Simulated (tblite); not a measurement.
C₅H₁₀BCl.
SMILES with atom numbers: `[BH2:1]/[CH:2]=[CH:3]/[C@@H:4]([CH3:5])[CH2:6][Cl:7]` (hydrogens: H8, H9 on B1; H10 on C2; H11 on C3; H12 on C4; H13, H14, H15 on C5; H16, H17 on C6)

Computed with GFN2-xTB (tblite), gas phase: L-BFGS steps from a force-field or distance-geometry start until the largest atomic force falls under 0.01 eV/Å.

Step 2: E = -586.4208 eV
```
atom  x, y, z in Å  |  force x, y, z in eV/Å
B1      2.9946   -0.7569    0.3003    0.157  -0.004  -0.044
C2      1.4900   -0.6211    0.5965   -0.090   0.025   0.036
C3      0.6214   -0.0388   -0.2445    0.114  -0.080   0.042
C4     -0.8513    0.1037    0.0308    0.014   0.282  -0.170
C5     -1.2251    1.6000    0.1220    0.137  -0.309   0.005
C6     -1.6855   -0.5732   -1.0646    0.182   0.058   0.193
Cl7    -1.3975   -2.3436   -1.0585   -0.025   0.205  -0.052
H8      3.4468   -0.3311   -0.7001   -0.111  -0.051   0.140
H9      3.7072   -1.2795    1.0738   -0.080   0.042  -0.067
H10     1.0895   -1.0179    1.5353    0.046   0.120  -0.281
H11     0.9976    0.3682   -1.1907   -0.323  -0.133   0.354
H12    -1.0959   -0.3620    0.9902    0.075  -0.064  -0.017
H13    -1.0236    2.0981   -0.8220   -0.007   0.035  -0.012
H14    -0.6303    2.0722    0.9039   -0.078  -0.023  -0.090
H15    -2.2794    1.7092    0.3647    0.025   0.022  -0.012
H16    -2.7477   -0.4212   -0.8786   -0.028  -0.040  -0.046
H17    -1.4179   -0.1941   -2.0520   -0.010  -0.086   0.022
```

Step 3: E = -586.4320 eV
```
atom  x, y, z in Å  |  force x, y, z in eV/Å
B1      2.9963   -0.7571    0.3002    0.052   0.001  -0.018
C2      1.4917   -0.6204    0.5958    0.031  -0.026   0.066
C3      0.6226   -0.0420   -0.2405   -0.073   0.042  -0.073
C4     -0.8514    0.1079    0.0290    0.116   0.078  -0.021
C5     -1.2235    1.5963    0.1216    0.071  -0.160  -0.050
C6     -1.6829   -0.5695   -1.0609    0.104  -0.014   0.079
Cl7    -1.3980   -2.3389   -1.0598   -0.003   0.150  -0.031
H8      3.4441   -0.3325   -0.6964   -0.055  -0.008   0.034
H9      3.7050   -1.2782    1.0717   -0.016  -0.003  -0.001
H10     1.0900   -1.0149    1.5284    0.010   0.044  -0.106
H11     0.9906    0.3655   -1.1834   -0.229  -0.074   0.198
H12    -1.0931   -0.3623    0.9871    0.044  -0.052   0.013
H13    -1.0242    2.0979   -0.8201    0.007   0.042  -0.056
H14    -0.6331    2.0706    0.9004    0.005   0.020   0.006
H15    -2.2762    1.7094    0.3640   -0.033   0.006  -0.002
H16    -2.7462   -0.4227   -0.8802   -0.046  -0.010  -0.016
H17    -1.4186   -0.1971   -2.0500    0.014  -0.036  -0.023
```

Step 4: E = -586.4359 eV
```
atom  x, y, z in Å  |  force x, y, z in eV/Å
B1      2.9975   -0.7572    0.3000   -0.005  -0.001   0.004
C2      1.4937   -0.6201    0.5955    0.014  -0.005   0.008
C3      0.6218   -0.0433   -0.2386   -0.050   0.020   0.003
C4     -0.8492    0.1103    0.0286    0.066  -0.062   0.056
C5     -1.2219    1.5926    0.1202    0.017   0.013  -0.026
C6     -1.6803   -0.5677   -1.0580    0.014  -0.018  -0.008
Cl7    -1.3983   -2.3338   -1.0609    0.018   0.069  -0.015
H8      3.4418   -0.3332   -0.6942   -0.015   0.021  -0.037
H9      3.7038   -1.2776    1.0708    0.020  -0.027   0.035
H10     1.0901   -1.0128    1.5235   -0.012  -0.008   0.014
H11     0.9831    0.3631   -1.1768   -0.132   0.002   0.010
H12    -1.0907   -0.3632    0.9852    0.030  -0.041   0.037
H13    -1.0244    2.0984   -0.8199    0.014   0.027  -0.066
H14    -0.6344    2.0701    0.8987    0.028   0.022   0.022
H15    -2.2748    1.7094    0.3634   -0.023  -0.018  -0.011
H16    -2.7459   -0.4237   -0.8813   -0.010   0.010   0.002
H17    -1.4188   -0.1994   -2.0492    0.027  -0.005  -0.028
```

Step 5: E = -586.4367 eV
```
atom  x, y, z in Å  |  force x, y, z in eV/Å
B1      2.9977   -0.7572    0.3001   -0.005  -0.003   0.006
C2      1.4940   -0.6199    0.5953    0.008  -0.004   0.005
C3      0.6211   -0.0435   -0.2379   -0.021   0.003   0.023
C4     -0.8479    0.1098    0.0294    0.006  -0.051   0.049
C5     -1.2213    1.5921    0.1195    0.007   0.038  -0.014
C6     -1.6796   -0.5675   -1.0576   -0.005   0.001  -0.020
Cl7    -1.3980   -2.3317   -1.0614    0.024   0.029  -0.013
H8      3.4410   -0.3330   -0.6943   -0.010   0.021  -0.038
H9      3.7038   -1.2780    1.0711    0.018  -0.024   0.030
H10     1.0899   -1.0124    1.5227   -0.012  -0.014   0.030
H11     0.9795    0.3627   -1.1754   -0.102   0.021  -0.037
H12    -1.0897   -0.3640    0.9854    0.024  -0.039   0.046
H13    -1.0242    2.0989   -0.8209    0.013   0.010  -0.046
H14    -0.6343    2.0704    0.8987    0.022   0.018   0.010
H15    -2.2748    1.7092    0.3631   -0.003  -0.023  -0.017
H16    -2.7459   -0.4238   -0.8815    0.009   0.014   0.004
H17    -1.4184   -0.1999   -2.0495    0.026   0.002  -0.017
```

**Question.** Estimate the geometry and energy of step 6. (The exact step hangs on the optimiser's Hessian estimate; all steps are aligned on step 5, rigid shifts and turns removed.)

**Answer.** E = -586.4378 eV, largest force 0.099 eV/Å
```
atom  x, y, z in Å  |  force x, y, z in eV/Å
B1      2.9981   -0.7574    0.3002    0.008  -0.004   0.004
C2      1.4946   -0.6199    0.5954   -0.001  -0.004   0.007
C3      0.6200   -0.0437   -0.2364    0.015  -0.016   0.030
C4     -0.8464    0.1084    0.0313   -0.068  -0.001   0.025
C5     -1.2203    1.5921    0.1185   -0.001   0.037   0.004
C6     -1.6787   -0.5672   -1.0574   -0.016   0.028  -0.019
Cl7    -1.3971   -2.3284   -1.0624    0.029  -0.029  -0.012
H8      3.4399   -0.3323   -0.6953   -0.010   0.012  -0.020
H9      3.7043   -1.2789    1.0722    0.005  -0.011   0.009
H10     1.0895   -1.0124    1.5224   -0.005  -0.016   0.035
H11     0.9723    0.3627   -1.1745   -0.060   0.034  -0.071
H12    -1.0879   -0.3661    0.9870    0.010  -0.029   0.046
H13    -1.0237    2.0997   -0.8233    0.009  -0.022  -0.004
H14    -0.6337    2.0711    0.8987    0.006   0.011  -0.016
H15    -2.2748    1.7082    0.3623    0.027  -0.022  -0.026
H16    -2.7457   -0.4234   -0.8817    0.027   0.019   0.002
H17    -1.4172   -0.2005   -2.0502    0.024   0.013   0.004
```

The energy changes by -0.0011 eV. The first-order estimate −F·Δx gives -0.0016 eV and the mean of the old and new forces, exact on a quadratic surface, -0.0011 eV. The step makes an angle of 34° with the force vector and moves no atom by more than 0.007 Å.

The cost below is that of the whole relaxation. Time: 0.36 s. Hardware: Arm Neoverse N1, one thread, on a shared host.
